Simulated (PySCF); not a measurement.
Species: C₇H₉F.
SMILES with atom numbers: `[CH3:1][C:2]1=[CH:3][CH2:4][C@H:5]([F:6])[CH:7]=[CH:8]1` (hydrogens: H9, H10, H11 on C1; H12 on C3; H13, H14 on C4; H15 on C5; H16 on C7; H17 on C8)

Structure optimised with GFN2-xTB, isolated species.

**Question.** What internal coordinates does the optimisation give?

**Answer.** 
| bond | length (Å) | order |
| --- | --- | --- |
| C1–C2 | 1.496 | single |
| C2=C3 | 1.334 | double |
| C3–C4 | 1.500 | single |
| C4–C5 | 1.526 | single |
| C5–F6 | 1.386 | single |
| C5–C7 | 1.500 | single |
| C7=C8 | 1.329 | double |
| C2–C8 | 1.459 | single |
| C1–H9, C1–H10, C1–H11 | 1.089 | single |
| C3–H12 | 1.080 | single |
| C4–H13 | 1.098 | single |
| C4–H14 | 1.091 | single |
| C5–H15 | 1.103 | single |
| C7–H16 | 1.079 | single |
| C8–H17 | 1.080 | single |

Bonds in one row agree within 0.01 Å and their mean is given. Orders are formal, as drawn. A selection of angles:
| angle | degrees |
| --- | --- |
| C1–C2–C3 | 123.5 |
| C1–C2–C8 | 117.5 |
| C3–C2–C8 | 119.0 |
| C2–C3–C4 | 122.1 |
| C3–C4–C5 | 111.6 |
| C4–C5–F6 | 109.1 |
| C4–C5–C7 | 111.7 |
| F6–C5–C7 | 110.0 |
| C5–C7–C8 | 120.6 |
| C2–C8–C7 | 121.4 |

Torsions: C1–C2–C3–C4 -178° (antiperiplanar); C2–C3–C4–C5 -28° (synperiplanar); C3–C4–C5–F6 163° (antiperiplanar); C4–C5–C7–C8 -31° (synclinal); C5–C7–C8–C2 3° (synperiplanar); C1–C2–C8–C7 -168° (antiperiplanar).

The 6-membered ring C2–C3–C4–C5–C7–C8 has internal angles of 111.6° to 122.1°; it is puckered, 0.15 Å rms from its mean plane, widest ring torsion 41°. The C–C distances run from 1.329 Å (C7=C8, drawn double) to 1.526 Å (C4–C5, drawn single), a spread of 0.197 Å. Of the pairs four or more bonds apart, H10···H12 is among the closest relative to their van der Waals radii: 2.42 Å, 101 % of the sum of Bondi's values.

Point group: C1 (no symmetry element, even within 0.4 Å). No frequency check. The numbers are those of one conformer.

All values are computed, not measured.
